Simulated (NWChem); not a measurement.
CCl2 in NWChem

```xyz
3

Cl     1.4022     0.0000     0.1491
C      0.0000     0.0000    -0.8450
Cl    -1.4022     0.0000     0.1491
```
Charge 0, spin multiplicity 1.

Everything below was run with NWChem. Structure: optimised with PBE0/def2-SVP, a minimum by its harmonic frequencies.

Symmetry labels belong to the abelian group C2v used in the runs, with the axes of the coordinates shown.

B3LYP has NWChem's definition, with VWN1-RPA local correlation. The structure started from a generated list of species.

### Question
List the lowest 4 singlet excitations that TD-B3LYP/aug-cc-pVDZ, VWN1-RPA local correlation gives, with oscillator strengths.

### Answer
```json
[
 {"state": "1", "symmetry": "b2", "energy (eV)": "2.47", "wavelength (nm)": "503", "f": "0.002"},
 {"state": "2", "symmetry": "a2", "energy (eV)": "4.18", "wavelength (nm)": "296", "f": "0.000"},
 {"state": "3", "symmetry": "b1", "energy (eV)": "5.54", "wavelength (nm)": "224", "f": "0.064"},
 {"state": "4", "symmetry": "a1", "energy (eV)": "5.65", "wavelength (nm)": "220", "f": "0.025"}
]
```
